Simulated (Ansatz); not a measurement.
Low-lying states of ZnCl2

Program: Ansatz, Gaussian basis, development build. State-averaged CASSCF with equal weights; occupations are averaged over the states; levels count from the state that is lowest in CASSCF. CASSCF levels without dynamic correlation can be off by over 1 eV. The basis is small, far from the limit. Solutions may break the symmetry of the shape. Lower solutions, or ones in other orbitals, may exist.

Geometry:

```csv
atom,x (Å),y (Å),z (Å)
Zn,0.0000,0.0000,0.0000
Cl,0.0000,0.0000,2.0750
Cl,0.0000,0.0000,-2.0750
```

Basis 6-31G, nonrelativistic, 15 orbitals frozen in the corrections; active space CAS(6,6). Averaged: 3 singlets.

Task: Give the levels in order.

Result: 

| state | CASSCF (eV) |
| --- | --- |
| singlet | 0.000 |
| singlet | 6.748 |
| singlet | 6.748 |

Occupations: 1.99, 1.66, 1.66, 0.68, 0.01, 0.01.

Same geometry.

Basis 6-31G, nonrelativistic, 15 orbitals frozen in the corrections; active space CAS(6,6). Averaged: 1 singlet, 1 triplet.

Task: Give the levels in order, with their spins.

Result: 

```json
{"state": "singlet", "CASSCF (eV)": "0.000"}
{"state": "triplet", "CASSCF (eV)": "6.603"}
```

Occupations: 1.99, 1.99, 1.49, 0.51, 0.01, 0.01.
